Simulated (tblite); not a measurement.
Isomers of C7H9O2P. Computed values, GFN2-xTB/tblite, gas phase, harmonic and unscaled. Errors from tens to a few hundred cm⁻¹ against measured bands are possible. One conformer each.

Electronic energies: GFN2-xTB at the same geometries; isomer energies are rough at this level and their order can be wrong.

| SMILES | electronic energy, lowest = 0 (kcal/mol) |
| --- | --- |
| C=CP(CO)c1ccco1 | 43.3 |
| C#C[P@](=O)(C(C)=O)C1CC1 | 44.3 |
| C=C[P@@](C)(=O)c1ccco1 | 0.0 |

Task: How do GFN2-xTB zero-point energies change the relative energies?

Result: 
```csv
SMILES,ZPE (kcal/mol),of it from modes above 1550 cm⁻¹,electronic (kcal/mol),"with ZPE, lowest = 0 (kcal/mol)",lowest mode (cm⁻¹),rings
C=C[P@@](C)(=O)c1ccco1,88.9,44.4,0.0,0.0,35,1
C=CP(CO)c1ccco1,89.0,44.8,43.3,43.5,26,1
C#C[P@](=O)(C(C)=O)C1CC1,87.7,45.4,44.3,43.1,12,1
```

The zero-point energies span 1.3 kcal/mol, from `C#C[P@](=O)(C(C)=O)C1CC1` to `C=CP(CO)c1ccco1`. The lowest isomer stays, but the order above it changes.
